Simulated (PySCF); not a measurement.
ZnI, SMILES [Zn+][I], charge +1.

Geometry: r2SCAN-D4/def2-TZVP. The spin state was assumed, not searched. The def2 effective core potentials stand for the cores of I; spin–orbit coupling is left out.

These are B3LYP/def2-TZVPD (PySCF) values and carry that method's errors.

Gas-phase values at a fixed geometry.

Computed frontier levels, gap, dipole moment and polarisability:
- highest occupied level: -13.11 eV
- lowest empty level: -10.62 eV
- orbital gap: 2.49 eV
- dipole moment about the centre of nuclear charge: 5.92 D
- mean static polarisability: 51.5 bohr³ (7.64 Å³)
- polarisability, principal values: 40.0, 40.0, 74.6 bohr³
